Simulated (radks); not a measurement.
Q: Species: Nb33+. Configuration: [He] 2s2 2p4 (the NIST ground configuration). Method: Dirac Kohn-Sham, LDA (Slater exchange, Perdew-Wang correlation), spin-unpolarised, spherical densities, finite nucleus; open shells fill j = l - 1/2 first; Fermi nuclear charge, rms radius 4.324 fm; computed with a radial shooting solver on a logarithmic mesh with Libxc functionals. Some entries of the table are withheld. Estimate them.

| orbital | occ. | eigenvalue (hartree) | <r^2> (bohr^2) |
|---|---|---|---|
| 1s1/2 | 2 | (1) | (2) |
| 2s1/2 | 2 | -166.9428 | 0.02718 |
| 2p1/2 | 2 | (3) | (4) |
| 2p3/2 | 2 | (5) | (6) |

A: 
(1) 1s1/2 eigenvalue (hartree): -769.6209
(2) 1s1/2 <r^2> (bohr^2): 0.001753
(3) 2p1/2 eigenvalue (hartree): -161.0366
(4) 2p1/2 <r^2> (bohr^2): 0.02017
(5) 2p3/2 eigenvalue (hartree): -157.1755
(6) 2p3/2 <r^2> (bohr^2): 0.02133
